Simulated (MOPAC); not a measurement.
MOPAC input (PM7):

```
PM7 PRECISE GNORM=0.05 LET XYZ UHF MS=0.5 GEO-OK AUX(PRECISION=9) THREADS=1
C2N

C    -0.00000000 1   -0.00000000 1   -1.23960500 1
N     0.00000000 1    0.00000000 1    0.00000000 1
C     0.00000000 1    0.00000000 1    1.23960500 1
```

From the output:

```
                                                       MOPAC v23.2.5 Linux

          FINAL HEAT OF FORMATION =        132.18369 KCAL/MOL =     553.05655 KJ/MOL

          COSMO AREA              =         80.81 SQUARE ANGSTROMS
          COSMO VOLUME            =         62.11 CUBIC ANGSTROMS

          GRADIENT NORM           =          0.00397          =       0.00229 PER ATOM
          IONIZATION POTENTIAL    =          7.593941 EV
          ALPHA SOMO LUMO (EV)    =         -7.594 -0.421
          BETA  SOMO LUMO (EV)    =        -11.764 -0.018
          NO. OF ALPHA ELECTRONS  =          7
          NO. OF BETA  ELECTRONS  =          6
          MOLECULAR WEIGHT        =         38.0287         POINT GROUP:  D*h

          MOLECULAR DIMENSIONS (Angstroms)

            Atom       Atom       Distance
            C     3    C     1     2.50723
            N     2    C     1     0.00000
            C     3    N     2     0.00000

          SCF CALCULATIONS        =          7

   ATOM   CHEMICAL          X               Y               Z
  NUMBER   SYMBOL      (ANGSTROMS)     (ANGSTROMS)     (ANGSTROMS)

     1       C          0.00000000  *  -0.00000000  *  -1.25361629  *
     2       N         -0.00000000  *   0.00000000  *  -0.00000001  *
     3       C          0.00000000  *  -0.00000000  *   1.25361630  *

                             CARTESIAN COORDINATES

   1    C        0.000000000    -0.000000000    -1.253616285
   2    N       -0.000000000     0.000000000    -0.000000013
   3    C        0.000000000    -0.000000000     1.253616299

           Empirical Formula: C2 N  =     3 atoms

      MOLECULAR POINT GROUP   :   D*h

          ALPHA EIGENVALUES
 -37.18509 -24.85356 -14.78421 -14.53035 -14.12122 -12.08165  -7.59394  -0.42103
   1.46764   2.57418   3.41471   7.10028

           BETA EIGENVALUES
 -37.53499 -24.66267 -14.42982 -14.28341 -14.27960 -11.76423  -0.01820   0.62879
   2.70381   3.09404   3.50929   7.19014

              NET ATOMIC CHARGES AND DIPOLE CONTRIBUTIONS

  ATOM NO.   TYPE          CHARGE      No. of ELECS.   s-Pop       p-Pop
    1          C           0.311983        3.6880     1.76792     1.92009
    2          N          -0.623967        5.6240     1.59074     4.03323
    3          C           0.311983        3.6880     1.76792     1.92009
 DIPOLE           X         Y         Z       TOTAL
 POINT-CHG.     0.000    -0.000    -0.000     0.000
 HYBRID        -0.000     0.000     0.000     0.000
 SUM            0.000    -0.000    -0.000     0.000

          ATOMIC ORBITAL ELECTRON POPULATIONS

     Atom    s        px        py        pz
    1  C   1.76792   0.81310   0.27112   0.83587
    2  N   1.59074   1.37379   1.45777   1.20166
    3  C   1.76792   0.81310   0.27111   0.83587

                    (SZ)    =    0.500000
                    (S**2)  =    0.785957

          ATOMIC ORBITAL SPIN POPULATIONS

    Atom   Total    s     px     py     pz
         Atomic
    1  C  0.6158  0.000  0.586  0.015  0.016
    2  N -0.2317 -0.013 -0.171 -0.029 -0.018
    3  C  0.6158  0.000  0.586  0.015  0.016

 **********************
 *                    *
 * JOB ENDED NORMALLY *
 *                    *
 **********************

 == MOPAC DONE ==
```

The geometry given is a B3LYP-D3(BJ)/def2-TZVP minimum.
